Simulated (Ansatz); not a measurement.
Correlation energies of C5H4FN, SMILES `Fc1ccccn1` by basis set

Cartesian coordinates in Å:
```
F -1.5629 0.0125 2.2407
C -0.8289 -0.0751 1.1335
C -0.0582 1.0195 0.7707
C 0.6905 0.8939 -0.3833
C 0.6340 -0.2930 -1.1031
C -0.1774 -1.3070 -0.6282
N -0.9057 -1.2020 0.4830
H -0.0578 1.9167 1.3751
H 1.3131 1.7151 -0.7190
H 1.2062 -0.4285 -2.0119
H -0.2528 -2.2520 -1.1575
```

Charge 0, multiplicity 1. The geometry is a stationary point of PBE0-D4/def2-TZVP. Frozen core, restricted reference, the Gaussian-basis code of Ansatz. CBS rows extrapolate triple and quadruple zeta; past MP2 they add the triple-zeta difference.

```json
{"basis": "def2-SVP", "HF (Eh)": "-345.29029", "MP2 corr.": "-0.97883", "CCSD corr.": "-1.00996", "(T)": "-0.03990", "CCSD(T) total": "-346.34015"}
{"basis": "def2-TZVPP", "HF (Eh)": "-345.69042", "MP2 corr.": "-1.21651", "CCSD corr.": "-1.23083", "(T)": "-0.06078", "CCSD(T) total": "-346.98203"}
{"basis": "def2-QZVPP", "HF (Eh)": "-345.70491", "MP2 corr.": "-1.30400", "CCSD corr.": "–", "(T)": "–", "CCSD(T) total": "–"}
{"basis": "CBS(def2)", "HF (Eh)": "-345.70691", "MP2 corr.": "-1.36880", "CCSD corr.": "-1.38312", "(T)": "as TZ", "CCSD(T) total": "-347.15081"}
```
